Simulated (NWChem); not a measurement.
# CdH$_{2}$SO; SMILES [OH][Cd][SH]

```xyz
5

Cd    -0.0065    -0.2927    -0.0013
O     -0.0169    -2.2589    -0.0743
H      0.0212    -2.6460     0.8079
S     -0.0542     2.0384    -0.0073
H      1.2930     2.1526    -0.0339
```
Atoms are numbered in this order, from 1.

Structure relaxed at the PBE0/def2-SVP level. Not confirmed as a minimum by frequencies. def2 effective core potentials on Cd; no spin-orbit coupling.

Task: List the 4 lowest vertical singlet excitations from PBE/def2-SVPD with def2 effective core potentials on Cd, TDA (NWChem).

Result: 
| state | energy (eV) | oscillator strength | leading excitation (squared amplitude) |
|---|---|---|---|
| S1 | 4.01 | 0.018 | HOMO → LUMO (0.99) |
| S2 | 4.47 | 0.016 | HOMO−1 → LUMO (0.99) |
| S3 | 5.14 | 0.000 | HOMO → LUMO+1 (0.99) |
| S4 | 5.37 | 0.021 | HOMO → LUMO+2 (0.49) |
